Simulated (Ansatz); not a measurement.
Computed with Ansatz on PBE0-D4/def2-TZVP structures; ΔE is electronic, products minus reactants. CCSD(T)/CBS is the MP2 limit (def2-TZVPP, def2-QZVPP) plus CCSD(T) − MP2 in def2-TZVPP, frozen cores. DFT in def2-TZVPP. B3LYP here is the variant with VWN-RPA as its local correlation; programs differ in this. For Ge outer-core shells are correlated without core-valence functions, which leaves a few kJ/mol of doubt a bond. Scalar relativity is left out up to krypton. One conformer a species, not always the lowest.

Consider the redistribution: `C[Si](N)(O)F` + `B[CH]([SiH3])[GeH3]` → `C[Si](N)(O)[SiH3]` + `B[CH](F)[GeH3]`.

`C[Si](N)(O)F`:

```xyz
11

C    -0.985   -0.225   -1.087
Si    0.037   -0.056    0.443
N     1.269    1.080    0.214
O     0.780   -1.431    0.934
F    -0.989    0.322    1.624
H    -1.403    0.739   -1.389
H    -1.821   -0.909   -0.921
H    -0.384   -0.611   -1.913
H     1.132    1.927   -0.309
H     2.058    1.134    0.836
H     0.307   -1.969    1.569
```

`B[CH]([SiH3])[GeH3]`:

```xyz
13

B     0.042   -1.580    0.566
C     0.135   -0.056    0.649
Si   -1.439    0.911    0.359
Ge    1.309    0.247   -0.936
H    -0.613   -2.090   -0.302
H     0.659   -2.288    1.309
H     0.689    0.322    1.512
H    -1.142    2.343    0.075
H    -2.313    0.856    1.562
H    -2.169    0.337   -0.800
H     0.441    0.530   -2.170
H     2.193   -0.983   -1.212
H     2.207    1.449   -0.613
```

`C[Si](N)(O)[SiH3]`:

```xyz
14

C     0.149   -0.965   -1.510
Si   -0.356    0.163   -0.112
N     0.102    1.750   -0.594
O    -1.982    0.121    0.185
Si    0.573   -0.503    1.938
H     1.237   -0.997   -1.622
H    -0.198   -1.984   -1.324
H    -0.281   -0.628   -2.458
H     0.807    1.882   -1.300
H     0.078    2.524    0.049
H    -2.535    0.565   -0.462
H     0.041   -1.808    2.420
H     2.052   -0.640    1.801
H     0.314    0.521    2.989
```

`B[CH](F)[GeH3]`:

Z-matrix (Å, degrees):
```
Ge
C 1 2.060
B 1 2.587 2 35.6
H 1 1.536 2 112.7 3 26.8
H 1 1.531 2 103.4 3 145.5
H 1 1.533 2 108.7 3 -95.2
F 2 1.379 1 108.3 3 -122.0
H 2 1.092 1 102.6 3 122.4
H 3 1.193 1 115.1 2 111.5
H 3 1.198 1 94.3 2 -120.9
```

```
             level  ΔE (kcal/mol)  difference from CCSD(T)/CBS
            PBE-D4           61.1                        -12.0
         r2SCAN-D4           68.1                         -5.0
           PBE0-D4           66.0                         -7.1
          B3LYP-D4           67.3                         -5.8
           ωB97X-V           68.7                         -4.4
           ωB97M-V           70.9                         -2.2
            B2PLYP           70.5                         -2.6
               PBE           60.7                        -12.4
            r2SCAN           68.0                         -5.1
              PBE0           65.7                         -7.4
             B3LYP           66.4                         -6.7
     HF/def2-TZVPP           75.9                          2.8
    MP2/def2-TZVPP           76.7                          3.6
SCS-MP2/def2-TZVPP           75.2                          2.1
   CCSD/def2-TZVPP           73.1                          0.0
CCSD(T)/def2-TZVPP           72.1                         -1.0
     HF/def2-QZVPP           76.4                          3.3
    MP2/def2-QZVPP           77.4                          4.3
SCS-MP2/def2-QZVPP           76.0                          2.9
      HF/CBS(def2)           76.5                          3.4
     MP2/CBS(def2)           77.7                          4.6
    CCSD/CBS(def2)           74.1                          1.0
       CCSD(T)/CBS           73.1                            0
```

Largest T1 diagnostic among the species: 0.012.

From PBE to PBE0 (25 % exact exchange), in def2-TZVPP and without D4, ΔE moves by +5.0 kcal/mol. The D4 term adds +0.8 kcal/mol with B3LYP and +0.4 kcal/mol with PBE0; it sums over pairs of atoms, weighted by their polarisabilities, and B3LYP, whose exchange is more repulsive, gets the larger term.
